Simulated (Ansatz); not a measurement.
```yaml
crystal:
  periodic: [false, false, false]
  atoms:
    - {symbol: O, position_ang: [-0.333325, -0.433738, -0.237595]}
    - {symbol: Cu, position_ang: [1.159754, 0.002927, 0.637752]}
    - {symbol: H, position_ang: [-0.837329, 0.366011, -0.413356]}
basis:
  gaussian: {orbitals: cc-pVTZ, fitting: {mean_field: def2-universal-jkfit}, final_grid: {core_spheres: 20, valence_spheres: 16, degree: 47}, nuclear_model: gaussian, point_charges: [{charge: 1.00, position_ang: [5.761, 0.895, -0.901]}]}
hamiltonian: {xc: {name: wB97X-D}}
```

```sh
$ ansatz run in.yaml --threads 2 --pin off --events-out ev --progress --plain --max-ram 32768MiB --backend cpu
```

Shortened log:

```
Error: YAML parse error: error: line 9 column 19: hamiltonian.xc: no functional is named "wB97X-D"; the names, which are not case-sensitive, are SVWN5, SPW92, PBE, PBE0, PBEsol, revPBE, revPBE0, RPBE, rPW86-PBE, HSE06, wPBEh, LC-wPBE, HISS, HF, BLYP, B3LYP, B3LYP5, BHLYP, CAM-B3LYP, r2SCAN, r2SCANh, r2SCAN0, r2SCAN50, m-r2SCAN, B97, wB97, wB97X, wB97X-V, B97M-V, wB97M-V, B2PLYP, B2GP-PLYP, PBE0-DH, PBE-QIDH
 --> <input>:9:19
  |
7 | basis:
8 |   gaussian: {orbitals: cc-pVTZ, fitting: {mean_field: def2-universal-jkfit}, final_…
9 | hamiltonian: {xc: {name: wB97X-D}}
  |                   ^ hamiltonian.xc: no functional is named "wB97X-D"; the names, which are not case-sensitive, are SVWN5, SPW92, PBE, PBE0, PBEsol, revPBE, revPBE0, RPBE, rPW86-PBE, HSE06, wPBEh, LC-wPBE, HISS, HF, BLYP, B3LYP, B3LYP5, BHLYP, CAM-B3LYP, r2SCAN, r2SCANh, r2SCAN0, r2SCAN50, m-r2SCAN, B97, wB97, wB97X, wB97X-V, B97M-V, wB97M-V, B2PLYP, B2GP-PLYP, PBE0-DH, PBE-QIDH
```

Task: Something in this input is off. What?

Result: The method's name isn't one that the program takes here. The input was rejected before any iteration.

HSE06 is defined as in plane-wave codes.
